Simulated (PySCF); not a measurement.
## Continuum solvent and chemical shifts

Mapped SMILES: `[CH3:1][B:2]([CH3:3])[C@H:4]1[CH2:5][O:6][C:7]1=[O:8]`; H(Xn) means a hydrogen on atom n. Ha(C5) is cis to B2 on the ring; Hb(C5) is trans to B2 on the ring.

GIAO PBE0/pcSseg-1 in PySCF 2.14 on one PBE0-D3(BJ)/def2-SVP conformer, non-relativistic, equivalent nuclei averaged. Solvents enter as an IEF-PCM continuum (benzene with ε = 2.3, chloroform with ε = 4.7) around the gas-phase geometry. Shifts are referred to TMS, BF3·OEt2 computed in the same medium.

In benzene, δ in ppm: C7 174.4, C5 64.0, C4 59.6, C1/C3 14.8, B2 83.9, Ha(C5) 4.31, Hb(C5) 4.30, H(C4) 3.85, H(C1)/H(C3) 1.11. Dipole moment 4.86 D.

Task: How does each δ change in the more polar medium?

Result: 
```
      atoms                                         environment  Δδ, chloroform
         C7                               ester carbonyl carbon            +1.9
         C5                                 sp3 CH2 bonded to O            +0.8
         C4                 sp3 CH bonded to B, α to a carbonyl            +0.6
      C1/C3                           methyl carbon bonded to B            +0.1
         B2                                 boron bonded to 3 C            +0.1
     Ha(C5)                  hydrogen on an sp3 CH2 bonded to O           +0.09
     Hb(C5)                  hydrogen on an sp3 CH2 bonded to O           +0.09
      H(C4)  hydrogen on an sp3 CH bonded to B, α to a carbonyl           +0.11
H(C1)/H(C3)             hydrogen on a methyl carbon bonded to B            0.00
```

Changes are relative to benzene. The dipole moment becomes 5.19 D in chloroform.

Task: Which nuclei move most (in ppm), and what does the model miss?

Result: C7 (ester carbonyl carbon, +1.9 ppm) in chloroform. A continuum only polarises the solute; specific hydrogen bonds, the anisotropy of aromatic solvents and changes of geometry or conformer are outside it.
